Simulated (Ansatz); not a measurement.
Basis-set series for C2H4B2 (`BB1C=C1`). Charge 0, multiplicity 1. The geometry is a stationary point of PBE0-D4/def2-TZVP.

| atom | x (Å) | y (Å) | z (Å) |
| --- | --- | --- | --- |
| B1 | -0.537 | 0.644 | -1.469 |
| B2 | -0.020 | 0.024 | -0.056 |
| C3 | 0.349 | 0.115 | 1.381 |
| C4 | 0.456 | -1.080 | 0.818 |
| H5 | -1.701 | 0.674 | -1.755 |
| H6 | 0.225 | 1.094 | -2.276 |
| H7 | 0.491 | 0.629 | 2.322 |
| H8 | 0.737 | -2.101 | 1.034 |

```json
{"functional": "PBE0-D4", "basis": "def2-SVP", "functions": "76", "energy (Eh)": "-127.96170", "HOMO (eV)": "-7.99", "LUMO (eV)": "-1.47"}
{"functional": "PBE0-D4", "basis": "def2-QZVPP", "functions": "348", "energy (Eh)": "-128.10636", "HOMO (eV)": "-8.02", "LUMO (eV)": "-1.60"}
{"functional": "ωB97M-V", "basis": "def2-SVP", "functions": "76", "energy (Eh)": "-128.05822", "HOMO (eV)": "-10.16", "LUMO (eV)": "0.57"}
{"functional": "ωB97M-V", "basis": "def2-QZVPP", "functions": "348", "energy (Eh)": "-128.21062", "HOMO (eV)": "-10.21", "LUMO (eV)": "0.24"}
```

(1) Give the rows for def2-TZVPP. (Best estimate.)

## Answers

(1) Ansatz gave: 
```tsv
functional	basis	functions	energy (Eh)	HOMO (eV)	LUMO (eV)
PBE0-D4	def2-TZVPP	180	-128.09891	-8.01	-1.58
ωB97M-V	def2-TZVPP	180	-128.20389	-10.20	0.33
```

Positive LUMOs are unbound and depend on the basis.
